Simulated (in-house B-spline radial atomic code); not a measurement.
# Ionising Be²⁺ with different functionals

Computed with an all-electron radial atomic-structure program (B-spline basis): scalar-relativistic (spin-free X2C) Hamiltonian, Fermi nucleus of rms radius 2.519 fm, spin-polarised at highest spin, spherical fractional occupations for the functionals, the average over the highest-spin determinants for Hartree-Fock. The ionisation energy is the difference of two self-consistent energies, 1s2 → 1s1, without Breit or QED terms; ε is the level of the shell that loses the electron (its least bound occupied spin orbital).

| method | rung | ΔSCF (eV) | -ε(1s) (eV) |
| --- | --- | --- | --- |
| Hartree-Fock | Hartree-Fock | 152.71 | 154.23 |
| HF fractional | Hartree-Fock | 152.71 | 154.23 |
| LDA VWN5 | LDA | 151.95 | 130.81 |
| LDA PW92 | LDA | 151.93 | 130.79 |
| LDA exchange-only | LDA | 148.88 | 128.66 |
| PBE | GGA | 153.46 | 132.27 |
| PBEsol | GGA | 152.49 | 131.38 |
| BLYP | GGA | 154.05 | 132.70 |
| RPBE | GGA | 153.94 | 132.50 |
| PW91 | GGA | 153.70 | 132.53 |
| BP86 | GGA | 154.15 | 132.50 |
| AM05 | GGA | 152.43 | 130.94 |
| OLYP | GGA | 154.06 | 132.62 |
| TPSS | meta-GGA | 154.10 | 133.85 |
| SCAN | meta-GGA | 153.96 | 134.54 |
| r2SCAN | meta-GGA | 153.96 | 134.54 |
| revTPSS | meta-GGA | 154.15 | 134.20 |
| PBE0 | global hybrid | 153.54 | 137.96 |
| B3LYP | global hybrid | 154.17 | 137.27 |
| TPSSh | global hybrid | 154.09 | 135.97 |
| BHandHLYP | global hybrid | 154.04 | 143.99 |
| r2SCAN0 | global hybrid | 153.93 | 139.60 |
| B97-1 | global hybrid | 154.07 | 137.32 |
| HSE06 | range-separated hybrid | 153.58 | 137.56 |
| wB97X | range-separated hybrid | 154.28 | 139.77 |
| CAM-B3LYP | range-separated hybrid | 153.87 | 139.19 |
| LC-wPBE | range-separated hybrid | 153.59 | 138.32 |

Question: Among the functionals, which spreads more, the ΔSCF values or the orbital energies?

Answer: The orbital energies: ΔSCF values span about 5.39 eV and the orbital energies 15.33 eV.

Question: How do they compare with the NIST value?

Answer: NIST lists 153.896 eV (tabulated theory, ground level to ground level). Errors run from -5.01 to +0.38 eV; CAM-B3LYP is closest (-0.03 eV), but part of that can be cancellation, since the calculations leave out Breit-QED terms. Hartree-Fock also lacks correlation.
